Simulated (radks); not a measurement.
Initial-state core-level shifts of neutral niobium when its valence configuration changes from [Kr] 4d4 5s1. All-electron calculation, scalar-relativistic Kohn-Sham, PBE, spin-polarised, spherical densities, finite nucleus; open shells are filled with parallel spins first (spin-orbit coupling, left out, can overturn this in heavy ions); Fermi nuclear charge, rms radius 4.324 fm. Program: a radial shooting solver on a logarithmic mesh with Libxc functionals. Shifts are changes of the shell-averaged eigenvalues in eV (positive: less bound); the change of the density at the nucleus, which sets a Mossbauer isomer shift, is in e/bohr^3, on a base of 8.407e+04.

valence,2s,3s,4s,4p,density at nucleus
4d4.5 5s0.5,+1.173,+1.158,+1.108,+1.050,-5.771
4d3 5s1 5p1,-4.077,-4.040,-3.873,-3.726,+2.965
4d3.5 5s1 5p0.5,-1.967,-1.954,-1.891,-1.826,+1.391
4d2 5s1 5p2,-8.682,-8.558,-8.042,-7.687,+6.751
4d4 5p1,-1.195,-1.214,-1.248,-1.259,-10.236
4d3.5 5s1.5,-1.447,-1.429,-1.372,-1.316,+5.227
4d5,+2.174,+2.151,+2.070,+1.964,-10.903
4d1.5 5s1 5p2.5,-11.158,-10.970,-10.201,-9.722,+8.980
4d3 5s2,-3.014,-2.970,-2.824,-2.695,+11.410
